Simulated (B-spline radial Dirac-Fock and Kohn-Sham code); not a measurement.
## What relativity does to the binding energies of Ir²⁺

System: Ir²⁺, configuration [Xe] 4f14 5d7.

Both columns are ΔSCF binding energies of the configuration average from a radial atomic solver: non-relativistic Hartree-Fock with a point nucleus, and Dirac-Fock with a finite nucleus and the Coulomb interaction alone, averaged over the two j levels with weights 2j+1.

```tsv
shell	Hartree-Fock (eV)	Dirac-Fock (eV)	shift (eV)	shift (%)
1s	69773.4	76536.1	+6762.78	+9.69
2s	11699.5	13506.0	+1806.44	+15.44
2p	11213.6	11819.1	+605.56	+5.40
3s	2769.6	3219.5	+449.90	+16.24
3p	2542.1	2712.0	+169.84	+6.68
4s	616.8	729.2	+112.41	+18.22
4p	518.9	559.0	+40.16	+7.74
4f	101.6	89.62	-12.03	-11.83
5s	109.9	129.7	+19.77	+17.98
5p	77.73	83.13	+5.41	+6.95
5d	29.93	28.81	-1.11	-3.72
```

Relativity binds 1s, 2s, 2p, 3s, 3p, 4s, 4p, 5s, 5p more strongly, among those listed most of all 4s in relative terms, and 4f, 5d more weakly, because the contracted s and p shells screen the nucleus better.

Values without a named source are computed, but for edge energies of neutral atoms, which are taken from tables.
